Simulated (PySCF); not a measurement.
AlH₃, SMILES [AlH3].

Geometry: B3LYP-D3(BJ)/def2-TZVPD. The isomer is the one that the SMILES or the coordinates give; other isomers of the formula were not compared.

Computed with IEF-PCM-ωB97X/def2-TZVPD (PySCF).

The values are the electrostatic part of the solvation free energy, E(continuum) − E(gas) at the gas-phase geometry, in a cavity of scaled van der Waals radii (PySCF's table); cavitation and dispersion terms are not included. A continuum can't describe solvent molecules that bind to the metal. In vacuum the orbital gap is 11.24 eV. The dipole moment in vacuum is 0.00 D.

Computed values in water (ε = 78.36), dimethylsulfoxide (ε = 46.83), ethylethanoate (ε = 5.99):
```tsv
solvent	ε	ΔG(elec) (kcal/mol)	dipole (D)	gap (eV)
water	78.36	-4.4	0.00	11.73
dimethylsulfoxide	46.83	-4.3	0.00	11.72
ethylethanoate	5.99	-3.4	0.00	11.61
```
